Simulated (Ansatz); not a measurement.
Basis-set extrapolation for CH₇AlSSi₂ (PBE0-D4/def2-TZVP geometry, frozen core, Ansatz). Multiplicity 1, RHF reference.

```json
{"": "HF", "def2-TZVPP": "-1259.269862", "def2-QZVPP": "-1259.307448"}
{"": "MP2 correlation", "def2-TZVPP": "-0.678468", "def2-QZVPP": "-0.729365"}
{"": "CCSD(T) correlation", "def2-TZVPP": "-0.778458", "def2-QZVPP": "not run"}
```

Energies in hartree. Use E(X) = E(∞) + A·exp(−7.88·√X) for Hartree–Fock and E(X) = E(∞) + B·X^(−2.97) for correlation, with X = 3 and 4, and add CCSD(T) minus MP2 of the smaller set to the MP2 limit.

Question: What is the CCSD(T) energy at the basis-set limit?

Answer: HF limit: -1259.307448 + (-0.037586) × 0.13774 = -1259.31263. MP2 limit: -0.729365 + (-0.050897) × 0.74074 = -0.76707. Higher-order term: -0.778458 − (-0.678468) = -0.09999. Total: -1260.17969 hartree, 344.9 kJ/mol below CCSD(T)/def2-TZVPP.
